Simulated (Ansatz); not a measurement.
`O=[C](O)[GaH2]` + `C[SeH]` → `C[Se][GaH2]` + `O=CO` at 500 K and 1 bar (ligand exchange at a Ga–C bond).

Isolated molecules relaxed with PBE0-D4/def2-TZVP in Ansatz; ΔE leaves out vibrations. CBS: MP2 limit from def2 TZ/QZ plus the TZ coupled-cluster correction, frozen cores. This one scheme is used for every species. For Ga, Se outer-core shells are correlated without core-valence functions, which leaves a few kJ/mol of doubt a bond. Scalar relativity is left out up to krypton. One conformer a species, not always the lowest.

```csv
species,CCSD(T)/CBS energy (Eh),H − E (kJ/mol),S (J/(mol·K))
`O=[C](O)[GaH2]`,-2114.12453,133.1,370.3
`C[SeH]`,-2441.15625,142.1,299.3
`C[Se][GaH2]`,-4365.72567,173.7,387.2
`O=CO`,-189.60296,110.7,274.8
```

H − E and S are ideal-gas, rigid-rotor, harmonic terms from PBE0-D4/def2-TZVP, for one conformer and one mirror image of each species. 1 Eh = 2625.50 kJ/mol, R = 8.31446 J/(mol·K).

By hand: ΔE, ΔH, ΔS and ΔG.

ΔE = (-4365.72567) + (-189.60296) − (-2114.12453) − (-2441.15625) = -0.04785 Eh = -125.6 kJ/mol. Δ(H − E) = 173.7 + 110.7 − 133.1 − 142.1 = 9.2, so ΔH = -116.4 kJ/mol. ΔS = 387.2 + 274.8 − 370.3 − 299.3 = -7.6 J/(mol·K). ΔG = -116.4 − 500 × (-7.6)/1000 = -112.6 kJ/mol.

By hand: the equilibrium constant, and the temperature at which ΔG would vanish if ΔH and ΔS stayed fixed.

log₁₀ K = −ΔG/(RT ln 10) = 11.8. ΔG = 0 at ΔH/ΔS = 15316 K, far beyond where these terms or the molecules hold.

The number of gas molecules stays the same, so ΔS is small and ΔH decides. A doubt of 5 kJ/mol in ΔE shifts log₁₀ K by 0.5 here. Other conformers and mirror images would add mixing entropy, several J/(mol·K) or more a flexible species. These are equilibria of isolated gas molecules and say nothing of rates. Largest T1 diagnostic: 0.017 (customary marks: 0.02 for closed shells, 0.045 for open ones).
